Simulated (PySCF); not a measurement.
Compound: C₇H₉FO₂.
Structure used (PBE0-D3(BJ)/def2-SVP), in Å, numbered top down from 1:
```
atom  x, y, z in Å
C1     2.8208    0.4941    1.0935
C2     1.6136    0.4086    1.0681
C3     0.1579    0.3100    1.0487
C4    -0.3237   -1.0917    1.4395
O5    -0.0149   -2.0203    0.4225
C6    -0.4899   -1.6746   -0.8113
F7    -1.8662   -1.7494   -0.7946
O8    -0.1210   -0.4283   -1.2317
C9    -0.4433    0.6264   -0.3348
C10    0.0363    1.9137   -0.9542
H11    3.8926    0.5619    1.1157
H12   -0.2557    1.0320    1.7746
H13    0.1752   -1.4483    2.3493
H14   -1.4131   -1.0695    1.6179
H15   -0.1111   -2.4059   -1.5383
H16   -1.5414    0.6596   -0.2095
H17    1.1261    1.8865   -1.0955
H18   -0.4438    2.0588   -1.9320
H19   -0.2147    2.7667   -0.3070
```

Jobs on this species (19 atoms, 76 electrons) with PySCF (density fitting). Hardware of each: an Arm Neoverse V2 with one thread, no GPU (shared host). Other jobs ran on the host; a repeat could differ by tens of per cent or more.

```json
{"level and settings": "PBE0-D3(BJ)/def2-SVP, grid level 1", "work": "geometry optimisation from a GFN2-xTB start", "basis functions": "185", "SCF cycles": "?", "wall time": "?"}
{"level and settings": "PBE0/pcSseg-1, IEF-PCM chloroform", "work": "shieldings, ring-centre shieldings, charges and field gradients", "basis functions": "215", "SCF cycles": "14", "wall time": "48 s"}
{"level and settings": "PBE0/pcSseg-1, IEF-PCM dichloromethane", "work": "shieldings, ring-centre shieldings", "basis functions": "215", "SCF cycles": "14", "wall time": "46 s"}
```

**Question.** Fill in the missing figures.

**Answer.** 
- PBE0-D3(BJ)/def2-SVP, grid level 1; geometry optimisation from a GFN2-xTB start: 3.1 min, 67 SCF cycles

**Question.** What do all jobs in the table cost together?

**Answer.** About 4.7 min; the longest takes about 66 % of that, and about 4 times as long as the shortest.
